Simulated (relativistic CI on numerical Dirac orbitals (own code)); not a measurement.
# Mn³⁺ (3d4) in a crystal field

Calculated by Dirac-Coulomb-Breit CI, orbitals from a KLI potential per configuration, QED by a radiative potential, valence Slater integrals scaled by 0.9, one configuration in a parametric crystal field (own radial code). With so little scaling, terms lie 10 to 35 % too far apart, which can change the order of excited levels.

Field parameters in Wybourne normalisation: D4h B²₀ = −7Ds, B⁴₀ = 21(Dq − Dt), B⁴₄ = 21√(5/14) Dq. The field is a parameter set, without covalency.

S and J are read from ⟨S²⟩ = S(S + 1) and ⟨J²⟩ = J(J + 1) of each level; they are not fictitious spins.

D4h, 10Dq = 22000, Ds = -1500, Dt = -230 cm⁻¹, the lowest 16 levels:

```tsv
E (cm⁻¹)	Degeneracy	Irrep	S	J
0.0	1	A1	1.99	2.98
12.8	2	E	1.99	2.99
50.3	1	B1	2.00	2.99
50.3	1	B2	2.00	2.99
3369	1	A1	1.02	4.13
3376	2	E	1.01	4.11
6104	1	A2	1.17	4.19
6109	1	A1	1.17	4.13
6331	2	E	1.13	4.00
6500	1	B1	1.13	3.79
6577	1	B2	1.00	3.90
7289	1	B1	1.92	3.09
7307	2	E	1.92	3.12
7366	1	A1	1.89	3.18
7367	1	A2	1.89	3.19
15232	1	B2	0.01	4.72
```

D4h, 10Dq = 22000, Ds = -1090, Dt = -230 cm⁻¹, the lowest 16 levels:

| E (cm⁻¹) | Degeneracy | Irrep | S | J |
| --- | --- | --- | --- | --- |
| 0.0 | 1 | A1 | 1.99 | 2.99 |
| 12.8 | 2 | E | 1.99 | 2.99 |
| 50.1 | 1 | B1 | 2.00 | 2.99 |
| 50.2 | 1 | B2 | 2.00 | 2.99 |
| 3318 | 1 | A1 | 1.02 | 4.16 |
| 3333 | 2 | E | 1.02 | 4.13 |
| 4837 | 1 | A2 | 1.31 | 4.02 |
| 4854 | 1 | A1 | 1.31 | 3.93 |
| 5078 | 2 | E | 1.32 | 3.81 |
| 5234 | 1 | B1 | 1.40 | 3.59 |
| 5402 | 1 | B2 | 1.00 | 3.89 |
| 5742 | 1 | B1 | 1.71 | 3.31 |
| 5748 | 2 | E | 1.78 | 3.32 |
| 5814 | 1 | A2 | 1.79 | 3.38 |
| 5815 | 1 | A1 | 1.78 | 3.37 |
| 15138 | 1 | B2 | 0.01 | 4.71 |

D4h, 10Dq = 22000, Ds = -680, Dt = -230 cm⁻¹, the lowest 16 levels:

```tsv
E (cm⁻¹)	Degeneracy	Irrep	S	J
0.0	1	A1	1.99	2.99
12.9	2	E	1.99	2.99
49.7	1	B1	2.00	2.99
49.8	1	B2	2.00	2.99
3195	1	A1	1.11	4.28
3272	2	E	1.03	4.18
3486	1	A2	1.55	3.71
3572	1	A1	1.51	3.51
3711	2	E	1.67	3.39
3798	1	B1	1.80	3.22
4221	1	B2	1.00	3.89
4313	2	E	1.44	3.70
4340	1	A2	1.58	3.70
4356	1	A1	1.55	3.66
4360	1	B1	1.29	3.68
15037	1	B2	0.01	4.71
```

D4h, 10Dq = 22000, Ds = -270, Dt = -230 cm⁻¹, the lowest 10 levels:

| E (cm⁻¹) | Degeneracy | Irrep | S | J |
| --- | --- | --- | --- | --- |
| 0.0 | 1 | A1 | 1.98 | 2.99 |
| 13.0 | 2 | E | 1.99 | 2.99 |
| 48.7 | 1 | B1 | 1.99 | 2.99 |
| 48.9 | 1 | B2 | 1.99 | 2.99 |
| 2012 | 1 | A1 | 1.74 | 3.44 |
| 2025 | 1 | A2 | 1.76 | 3.38 |
| 2168 | 2 | E | 1.87 | 3.19 |
| 2227 | 1 | B1 | 1.94 | 3.06 |
| 2886 | 1 | A1 | 1.35 | 4.13 |
| 2951 | 2 | E | 1.20 | 4.10 |

D4h, 10Dq = 22000, Ds = 140, Dt = -230 cm⁻¹, the lowest 10 levels:

| E (cm⁻¹) | Degeneracy | Irrep | S | J |
| --- | --- | --- | --- | --- |
| 0.0 | 1 | A1 | 1.97 | 3.03 |
| 16.3 | 2 | E | 1.98 | 3.01 |
| 49.4 | 1 | B1 | 1.98 | 3.00 |
| 51.4 | 1 | B2 | 1.99 | 3.00 |
| 490 | 1 | A2 | 1.88 | 3.18 |
| 495 | 1 | A1 | 1.89 | 3.17 |
| 594 | 2 | E | 1.95 | 3.06 |
| 630 | 1 | B1 | 1.97 | 3.02 |
| 1673 | 1 | A1 | 1.20 | 4.19 |
| 1698 | 1 | A2 | 1.18 | 4.16 |

The free-ion ground term has S = 2. Every field shown keeps that spin.

Levels of this model without a field, named by their leading LS term: 5D_0 0, 5D_1 92, 5D_2 271, 5D_3 527, 5D_4 850, 3H_4 20992, 3H_5 21164, 3H_6 21347 cm⁻¹.
